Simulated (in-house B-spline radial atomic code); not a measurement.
**S IX (S8+): [He] 2s2 2p4**

Method: non-relativistic SCAN, spin-polarised, spherical fractional occupations, point nucleus. Calculated with an all-electron radial atomic-structure program (B-spline basis).

Effective charges: Z_r = [3n² - l(l+1)]/(2<r>) from the radius, Z_e = n√(-2ε) from the energy, and Slater's rules. Values are occupation-weighted means over spin.

```
shell  electrons   ε (eV)  <r> (bohr)    Z_r    Z_e  Slater
   1s          2  -2649.5     0.09708  15.45  13.95   15.70
   2s          2  -411.32      0.4528  13.25  11.00   12.55
   2p          4  -363.58      0.4045  12.36  10.34   12.55
```

The least bound orbital is 2p down at -353.3 eV, while the most diffuse is 2s down (<r> = 0.4552 bohr against 0.4095 bohr): energy order and size order differ.
